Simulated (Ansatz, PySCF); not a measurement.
Sites of deprotonation of N[SiH2][SiH2]N:

A. N[SiH2][SiH2]N → [NH-][SiH2][SiH2]N + H+
B. N[SiH2][SiH2]N → N[SiH-][SiH2]N + H+

Quantity: gas-phase deprotonation energy (enthalpy at 298 K, with B3LYP-D3(BJ) rigid-rotor harmonic-oscillator terms), kJ/mol. Each molecule is optimised on its own at B3LYP-D3(BJ)/def2-TZVP (Ansatz, an electronic-structure program), one conformer each, not searched for the lowest. Frequencies are from Ansatz or PySCF. Valence correlation only, unless marked. No spin-orbit coupling. Non-relativistic. Basis-set limits of correlation are two-point, X^-3; Hartree-Fock from the larger set. Anions need diffuse functions, which plain sets lack and def2-D sets hold few of.

|  | r2SCAN/def2-TZVPD (Ansatz) | BHLYP-D3(BJ)/def2-TZVPD (Ansatz + dftd3) | SCS-MP2/aug-cc-pV(D+d)Z (Ansatz) | CCSD(T)/CBS(aug-cc-pV(T+d)Z,aug-cc-pV(Q+d)Z) (Ansatz) |
|---|---|---|---|---|
| A | 1536.1 | 1565.8 | 1537.6 | 1540.0 |
| B | 1551.4 | 1574.8 | 1548.9 | 1553.1 |
